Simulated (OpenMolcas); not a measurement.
Ho3+ among 8 point charges of -2 e arranged as a hexagonal bipyramid (D6h), 2.63 Å from the ion, with the axial distance 2.893 Å.

| Quantity | Value |
| --- | --- |
| Program | OpenMolcas |
| Method | CASSCF |
| Basis | ANO-RCC-VTZP [8s7p5d3f2g1h] |
| Scalar Hamiltonian | DKH2, point nucleus |
| Active space | 10 electrons in 7 orbitals (4f) |
| State averaging | 2S+1 = 5 even, 35 roots (30 in the spin-orbit step); 2S+1 = 3 even, 101 roots kept (CI in the orbitals of an earlier block); 2S+1 = 1 even, 31 roots kept (CI in the orbitals of an earlier block) |
| Spin-orbit coupling | RASSI with atomic mean-field integrals over the reference wave functions |

(1) What is the spin-free ground state?

(2) Where is the first state of the same spin?

(3) What are the lowest two levels with spin-orbit coupling?

(4) What is χT at 300 K, and how does it compare with the textbook value?

Results:

(1) A state of multiplicity 5, 1-fold in its orbital part, 100 % from free-ion I terms; it has the highest spin that f10 allows.

(2) A 2-fold state lies at 39.9 cm-1 above the ground state.

(3) A 1-fold level, then a 2-fold level 18.1 cm-1 above it. Their leading multiplicities are 5 (95 %) and 5 (95 %).

(4) Hund's rules give f10 the level 5I8 with g = 1.250, so an isolated free-ion multiplet has χT = g² J(J+1) / 8 = 14.062 cm3 K/mol. The computed 13.836 at 300 K differs by -2 %, through the field's splitting, the mixing of terms and any other multiplet in reach.

High states are left out of the spin-orbit mixing, which shifts the levels that they would mix with. This is an electrostatic model: the charges have no orbitals. An unlabelled pair can be two single states that coincide in this model. The first state left out of the spin-orbit step lies near 45000 cm-1 above the lowest spin-free state of the reference (among the parities and spins computed), and the lists stop at four fifths of that energy or lower. No measured value stands beside these numbers.
